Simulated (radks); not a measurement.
Task: These are the eigenvalues of the occupied orbitals of an atom or ion with whole-number occupations (eV). All-electron calculation, Dirac Kohn-Sham, PBEsol, spin-unpolarised, spherical densities, finite nucleus; Fermi nuclear charge, rms radius of each element as measured or else 0.836 A^(1/3) + 0.57 fm. Program: a radial shooting solver on a logarithmic mesh with Libxc functionals.

1s1/2: -50034.83
2s1/2: -8268.883
2p1/2: -7853.886
2p3/2: -7158.485
3s1/2: -1843.162
3p1/2: -1663.067
3p3/2: -1520.451
3d3/2: -1208.912
3d5/2: -1177.828
4s1/2: -381.7453
4p1/2: -311.6289
4p3/2: -279.8356
4d3/2: -164.2190
4d5/2: -158.4725
5s1/2: -63.3063
5p1/2: -43.9679
5p3/2: -39.5734
4f5/2: -22.6261
4f7/2: -21.8714
5d3/2: -15.2871

Which element is it, and in what charge state? The configuration may be excited. Open shells, if any, fill j = l - 1/2 first.

Result: Z = 64, gadolinium, charge +2: Gd2+ in [Xe] 4f7 5d1. The list shows which subshells hold electrons but not how many an open one holds; the 1s level, -1838.7 hartree, gives Z - s = 60.6 by -(Z - s)^2/2, which with screening and relativity narrows Z to a few neighbours, and the depths of the outer levels then fix element, charge and occupations together.
